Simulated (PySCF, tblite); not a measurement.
Isomers of C4H9OSi (doublet state). Level: GFN2-xTB in tblite, geometry and Hessian alike; calculated harmonic values, unscaled, isolated species. The method is semi-empirical: single wavenumbers can be off by several per cent or more. Modes of hydrogen on silicon can be 10 to 20 % off. One conformer each. Open shells enter through the occupations alone, without spin polarisation, and single modes of such species can be off by tens of per cent.

Electronic energies: B3LYP/pcH-1 single points on the GFN2-xTB geometries (PySCF, gas phase).

```
               SMILES  electronic energy, lowest = 0 (kcal/mol)
[H]/[C]=C(\CC)O[SiH3]                                      18.8
     [CH2]O[SiH]1CCC1                                       0.3
     CO[Si@H]1[CH]CC1                                       0.0
       C/C=C/CO[SiH2]                                       2.5
```

Task: How do GFN2-xTB zero-point energies change the relative energies?

Result: 
| SMILES | ZPE (kcal/mol) | of it from modes above 1550 cm⁻¹ | electronic (kcal/mol) | with ZPE, lowest = 0 (kcal/mol) | lowest mode (cm⁻¹) | rings |
| --- | --- | --- | --- | --- | --- | --- |
| CO[Si@H]1[CH]CC1 | 73.7 | 37.2 | 0.0 | 0.0 | 70 | 1 |
| [CH2]O[SiH]1CCC1 | 73.5 | 38.0 | 0.3 | 0.1 | 64 | 1 |
| C/C=C/CO[SiH2] | 72.6 | 39.0 | 2.5 | 1.4 | 26 | 0 |
| [H]/[C]=C(\CC)O[SiH3] | 70.2 | 38.4 | 18.8 | 15.3 | 52 | 0 |

The zero-point energies span 3.5 kcal/mol, from `[H]/[C]=C(\CC)O[SiH3]` to `CO[Si@H]1[CH]CC1`. The order is unchanged.

Task: And how do the electronic energies of GFN2-xTB itself compare?

Result: `CO[Si@H]1[CH]CC1` 14.3; `[CH2]O[SiH]1CCC1` 14.5; `C/C=C/CO[SiH2]` 0.0; `[H]/[C]=C(\CC)O[SiH3]` 14.1 kcal/mol, lowest = 0. Against the energies above, taken from the same isomer `CO[Si@H]1[CH]CC1`, the largest difference is 19.0 kcal/mol.

Task: What do entropy and thermal enthalpy add at 298.15 K and 1 bar (rigid rotor, harmonic oscillator, one conformer each)?

Result: 
| SMILES | point group | symmetry number | S (cal/(mol K)) | H − H(0) (kcal/mol) | ZPE + H − H(0) − TS (kcal/mol) |
| --- | --- | --- | --- | --- | --- |
| CO[Si@H]1[CH]CC1 | C1 | 1 | 90.3 | 5.82 | 52.6 |
| [CH2]O[SiH]1CCC1 | C1 | 1 | 90.1 | 5.88 | 52.5 |
| C/C=C/CO[SiH2] | C1 | 1 | 95.1 | 6.19 | 50.5 |
| [H]/[C]=C(\CC)O[SiH3] | C1 | 1 | 93.7 | 6.20 | 48.5 |

S holds R ln(2S + 1) for the spin.
